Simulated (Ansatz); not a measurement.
Relaxation of ClH₅Sn (7 atoms, charge 0, multiplicity 1), to a largest force component of 0.03 eV/Å in at most 50 steps.

Theory: Ansatz, RKS B3LYP-D4/def2-SVP.

```xyz
7
Properties=species:S:1:pos:R:3:forces:R:3
Sn -0.518 0.000 -0.440 -0.17 0.00 -0.20
H 0.207 0.000 2.423 1.67 0.00 -0.14
H 0.964 0.000 0.424 -0.11 0.00 0.03
H -0.661 1.439 -1.359 -0.03 -0.02 -0.04
H -0.661 -1.439 -1.359 -0.03 0.02 -0.04
Cl -2.456 0.000 0.979 0.17 0.00 -0.22
H -0.481 0.000 2.629 -1.49 0.00 0.62
```

Problem. Where does it end, and by what steps?

Solution. The run converged. The force dipped under the threshold on the way, but the program's further checks kept it going. After 14 steps the energy has fallen by 0.229 eV; H2 moved furthest, 1.08 Å.

```json
{"step": "0", "energy less start (eV)": "0.0000", "largest force component (eV/Å)": "1.670", "accepted": "yes"}
{"step": "1", "energy less start (eV)": "-0.1298", "largest force component (eV/Å)": "0.205", "accepted": "yes"}
{"step": "2", "energy less start (eV)": "-0.1804", "largest force component (eV/Å)": "0.292", "accepted": "yes"}
{"step": "3", "energy less start (eV)": "-0.2101", "largest force component (eV/Å)": "0.169", "accepted": "yes"}
{"step": "4", "energy less start (eV)": "-0.2190", "largest force component (eV/Å)": "0.048", "accepted": "yes"}
{"step": "5", "energy less start (eV)": "-0.2186", "largest force component (eV/Å)": "0.182", "accepted": "no"}
{"step": "6", "energy less start (eV)": "-0.2235", "largest force component (eV/Å)": "0.033", "accepted": "yes"}
{"step": "7", "energy less start (eV)": "-0.2265", "largest force component (eV/Å)": "0.014", "accepted": "yes"}
{"step": "8", "energy less start (eV)": "-0.2257", "largest force component (eV/Å)": "0.319", "accepted": "no"}
{"step": "9", "energy less start (eV)": "-0.2278", "largest force component (eV/Å)": "0.046", "accepted": "yes"}
{"step": "10", "energy less start (eV)": "-0.2283", "largest force component (eV/Å)": "0.085", "accepted": "yes"}
{"step": "11", "energy less start (eV)": "-0.2271", "largest force component (eV/Å)": "0.141", "accepted": "no"}
{"step": "12", "energy less start (eV)": "-0.2286", "largest force component (eV/Å)": "0.027", "accepted": "yes"}
{"step": "13", "energy less start (eV)": "-0.2277", "largest force component (eV/Å)": "0.106", "accepted": "no"}
{"step": "14", "energy less start (eV)": "-0.2289", "largest force component (eV/Å)": "0.007", "accepted": "yes"}
```

```xyz
7
Properties=species:S:1:pos:R:3
Sn -0.556 0.000 -0.784
H 0.238 0.000 3.506
H 0.924 0.000 0.079
H -0.779 1.425 -1.708
H -0.779 -1.425 -1.708
Cl -2.279 0.000 0.860
H -0.375 0.000 3.054
```

Whether the end is a true minimum wasn't checked by a vibrational analysis.

Run time: 34 s on 1 thread of Arm Neoverse V2 (shared host), peak memory 0.14 GiB.
